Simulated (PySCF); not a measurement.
Compound: C7H5O (charge +1).
SMILES: `[O+]#CC1=CC=CC=C1`

Linear response at CAM-B3LYP/def2-SVPD (PySCF, frozen core in the response, non-relativistic). Isolated species at its PBE0-D3(BJ)/def2-SVP geometry, gas phase.

Static isotropic polarisability: 77.90 au (11.54 Å³), principal values 41.3, 77.0, 115.3 au.

Question: What is the polarisability at 1064 nm and at the sodium D line?

Answer: 79.15 au at 1064 nm (+1.6 %), 82.38 au at 589.3 nm (+5.8 %). The rise at 589.3 nm is 3.58 times that at 1064 nm; a pure ω² law gives 3.26. The lowest singlet lies at 286 nm, shorter than both wavelengths.

Question: What is the isotropic C6 coefficient between two such ions, C6 = (3/π)∫α(iω)² dω?

Answer: 2195 au (Eh·bohr⁶) by a ten-point quadrature over imaginary frequencies, which is 1310 eV·Å⁶ or 127 J·nm⁶/mol.

Question: Which effective excitation energy ω̄ makes London's formula C6 = (3/4)α²ω̄ exact here?

Answer: ω̄ = 4·C6/(3α²) = 0.482 Eh = 13.1 eV. A one-pole form α(ω) = α/(1 − ω²/ω̄²) fitted to the 1064 nm value gives 9.3 eV. London's choice of the ionisation energy (14.90 eV, ΔSCF at the same level) gives C6 = 2490 au, 14 % too high.

Question: The lowest 6 singlets have (eV, f): 4.34, 0.054; 4.99, 0.000; 5.17, 0.295; 5.23, 0.000; 6.26, 0.000; 6.55, 0.001. What share of the static polarisability do they carry in the sum over states α = Σ f/ω²?

Answer: 10.33 au, 13.3 % of α; the largest term, 8.19 au, is that of the state at 5.17 eV. Their oscillator strengths add up to 0.35. Higher states carry the rest.

Question: What three-body coefficient follows from the one-pole estimate C9 = (3/4)·α·C6?

Answer: 128000 au. This is an estimate from the two numbers above, not a computed integral.

Question: How many electrons N does the Slater–Kirkwood formula C6 = (3/4)·√N·α^(3/2) need to give this C6?

Answer: N = (4·C6/3)²/α³ = 18.1; the species has 54 electrons in all.

Question: What molar refraction at the D line follows from R = (4π/3)·N_A·α′, with α′ the polarisability volume?

Answer: α′ = 12.21 Å³ gives R = 30.79 cm³/mol, for isolated, non-vibrating species.

The run took 45 s on Arm Neoverse V1, one thread, shared host with 32 logical CPUs at a one-minute load of 22, and the process peaked at 0.97 GiB of memory. This is the whole response run at CAM-B3LYP/def2-SVPD, SCF included.
